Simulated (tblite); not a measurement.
Compound: C6H9N3Si.
Atom-mapped SMILES: `[CH3:1][SiH:2]([CH3:3])[n:4]1[n:5][cH:6][cH:7][c:8]1[C:9]#[N:10]` (hydrogens: H11, H12, H13 on C1; H14 on Si2; H15, H16, H17 on C3; H18 on C6; H19 on C7)

Computed with GFN2-xTB (tblite), gas phase: L-BFGS steps from a force-field or distance-geometry start until the largest atomic force falls under 0.01 eV/Å.

Step 33: E = -759.1579 eV
```
atom  x, y, z in Å  |  force x, y, z in eV/Å
C1     -1.8250   -1.4850   -0.3621    0.008   0.012   0.021
Si2    -1.2142    0.3064   -0.4964   -0.042  -0.005   0.053
C3     -1.6305    1.3007    1.0672   -0.009  -0.012   0.010
N4      0.5617    0.2575   -0.5844    0.023  -0.008  -0.017
N5      1.1729    0.8835   -1.5840    0.070  -0.010   0.038
C6      2.4695    0.7564   -1.3914    0.065  -0.009  -0.006
C7      2.7408    0.0232   -0.2291   -0.009   0.001  -0.020
C8      1.4828   -0.2835    0.2662   -0.005   0.004  -0.002
C9      1.1292   -1.0113    1.4065   -0.046  -0.012   0.006
N10     0.8375   -1.6163    2.3386    0.041   0.045  -0.038
H11    -1.2530   -2.0381    0.3798   -0.031  -0.010  -0.003
H12    -1.7477   -2.0186   -1.3056    0.016   0.020   0.012
H13    -2.8659   -1.5051   -0.0553   -0.007  -0.036  -0.020
H14    -1.5746    0.9866   -1.7363    0.031  -0.023  -0.010
H15    -0.9948    1.0067    1.9004   -0.040   0.004  -0.002
H16    -1.4972    2.3681    0.9091    0.007  -0.031   0.019
H17    -2.6613    1.1362    1.3657    0.013   0.037   0.014
H18     3.1661    1.1861   -2.0832    0.021   0.009  -0.010
H19     3.6941   -0.2442    0.1868   -0.104   0.024  -0.043
```

Step 34: E = -759.1591 eV
```
atom  x, y, z in Å  |  force x, y, z in eV/Å
C1     -1.8205   -1.4850   -0.3621    0.005   0.002   0.036
Si2    -1.2136    0.3073   -0.4947   -0.063   0.004   0.049
C3     -1.6302    1.3010    1.0691   -0.015  -0.019   0.017
N4      0.5610    0.2619   -0.5871    0.021  -0.016  -0.022
N5      1.1741    0.8850   -1.5874    0.063  -0.003   0.035
C6      2.4706    0.7553   -1.3945    0.052  -0.013  -0.001
C7      2.7377    0.0219   -0.2310    0.018   0.009  -0.026
C8      1.4792   -0.2818    0.2642    0.015   0.014  -0.003
C9      1.1241   -1.0086    1.4049   -0.044  -0.013  -0.005
N10     0.8317   -1.6149    2.3359    0.041   0.049  -0.035
H11    -1.2541   -2.0309    0.3889   -0.012  -0.028  -0.007
H12    -1.7340   -2.0236   -1.3022    0.020   0.029   0.022
H13    -2.8626   -1.5092   -0.0612   -0.027  -0.025  -0.030
H14    -1.5772    0.9871   -1.7318    0.020  -0.005  -0.043
H15    -1.0017    0.9940    1.9035   -0.043   0.030  -0.004
H16    -1.4893    2.3688    0.9171    0.020  -0.057   0.024
H17    -2.6639    1.1433    1.3617    0.012   0.033   0.012
H18     3.1694    1.1831   -2.0866   -0.002  -0.006   0.013
H19     3.6898   -0.2456    0.1858   -0.083   0.014  -0.033
```

Step 35: E = -759.1603 eV
```
atom  x, y, z in Å  |  force x, y, z in eV/Å
C1     -1.8150   -1.4846   -0.3611   -0.005  -0.010   0.043
Si2    -1.2141    0.3089   -0.4929   -0.055   0.011   0.026
C3     -1.6302    1.3003    1.0714   -0.019  -0.019   0.023
N4      0.5603    0.2665   -0.5900    0.007  -0.014  -0.026
N5      1.1761    0.8866   -1.5904    0.031   0.011   0.011
C6      2.4724    0.7536   -1.3978    0.021  -0.010   0.003
C7      2.7343    0.0208   -0.2334    0.033   0.009  -0.022
C8      1.4756   -0.2795    0.2623    0.022   0.020  -0.010
C9      1.1178   -1.0055    1.4025   -0.027  -0.002  -0.026
N10     0.8245   -1.6127    2.3325    0.033   0.038  -0.012
H11    -1.2546   -2.0225    0.3996    0.003  -0.044  -0.005
H12    -1.7170   -2.0288   -1.2970    0.023   0.038   0.027
H13    -2.8593   -1.5139   -0.0690   -0.039  -0.016  -0.035
H14    -1.5812    0.9886   -1.7278    0.014   0.005  -0.063
H15    -1.0104    0.9797    1.9069   -0.038   0.044   0.006
H16    -1.4788    2.3679    0.9268    0.031  -0.064   0.025
H17    -2.6668    1.1517    1.3568    0.001   0.027   0.015
H18     3.1725    1.1792   -2.0905   -0.012  -0.015   0.028
H19     3.6841   -0.2470    0.1838   -0.023  -0.008  -0.005
```

Step 36: E = -759.1613 eV
```
atom  x, y, z in Å  |  force x, y, z in eV/Å
C1     -1.8096   -1.4843   -0.3591   -0.016  -0.017   0.038
Si2    -1.2155    0.3110   -0.4916   -0.030   0.011  -0.008
C3     -1.6305    1.2989    1.0737   -0.020  -0.015   0.022
N4      0.5597    0.2706   -0.5929   -0.011  -0.005  -0.025
N5      1.1782    0.8882   -1.5930   -0.008   0.022  -0.018
C6      2.4741    0.7516   -1.4008   -0.012  -0.002   0.003
C7      2.7317    0.0199   -0.2359    0.031   0.003  -0.008
C8      1.4728   -0.2767    0.2606    0.015   0.018  -0.020
C9      1.1114   -1.0025    1.3997   -0.004   0.014  -0.046
N10     0.8173   -1.6102    2.3287    0.021   0.020   0.016
H11    -1.2543   -2.0148    0.4101    0.008  -0.053   0.001
H12    -1.6994   -2.0333   -1.2909    0.025   0.042   0.027
H13    -2.8567   -1.5183   -0.0776   -0.040  -0.012  -0.034
H14    -1.5859    0.9911   -1.7253    0.013   0.006  -0.064
H15    -1.0195    0.9665    1.9104   -0.026   0.042   0.026
H16    -1.4673    2.3652    0.9366    0.036  -0.050   0.020
H17    -2.6699    1.1602    1.3520   -0.017   0.020   0.020
H18     3.1748    1.1748   -2.0941   -0.007  -0.015   0.027
H19     3.6788   -0.2487    0.1818    0.044  -0.031   0.025
```

Problem. Estimate the geometry and energy of step 37. (The exact step hangs on the optimiser's Hessian estimate; all steps are aligned on step 36, rigid shifts and turns removed.)

Solution. E = -759.1624 eV, largest force 0.116 eV/Å
```
atom  x, y, z in Å  |  force x, y, z in eV/Å
C1     -1.8037   -1.4840   -0.3561   -0.026  -0.019   0.027
Si2    -1.2176    0.3137   -0.4907   -0.001   0.006  -0.041
C3     -1.6311    1.2968    1.0766   -0.018  -0.009   0.020
N4      0.5588    0.2750   -0.5965   -0.027   0.006  -0.018
N5      1.1801    0.8902   -1.5961   -0.043   0.026  -0.042
C6      2.4755    0.7492   -1.4040   -0.038   0.009   0.002
C7      2.7294    0.0189   -0.2386    0.018  -0.005   0.009
C8      1.4699   -0.2732    0.2584    0.000   0.009  -0.028
C9      1.1043   -0.9991    1.3959    0.020   0.028  -0.055
N10     0.8093   -1.6068    2.3244    0.010   0.005   0.038
H11    -1.2536   -2.0068    0.4219    0.002  -0.054   0.006
H12    -1.6791   -2.0375   -1.2833    0.026   0.044   0.022
H13    -2.8543   -1.5234   -0.0878   -0.031  -0.011  -0.029
H14    -1.5913    0.9943   -1.7238    0.015  -0.001  -0.054
H15    -1.0302    0.9524    1.9147   -0.013   0.029   0.046
H16    -1.4535    2.3611    0.9481    0.037  -0.024   0.011
H17    -2.6736    1.1700    1.3470   -0.035   0.015   0.024
H18     3.1768    1.1695   -2.0975    0.008  -0.007   0.016
H19     3.6740   -0.2511    0.1799    0.095  -0.047   0.046
```

The energy changes by -0.0011 eV. The first-order estimate −F·Δx gives -0.0014 eV and the mean of the old and new forces, exact on a quadratic surface, -0.0011 eV. The step makes an angle of 81° with the force vector and moves no atom by more than 0.022 Å.

What follows is the cost of the whole relaxation. Time: 0.74 s of wall time. Hardware: one thread of an Intel Xeon Platinum 8488C, shared host with 96 logical CPUs at a one-minute load of 19.
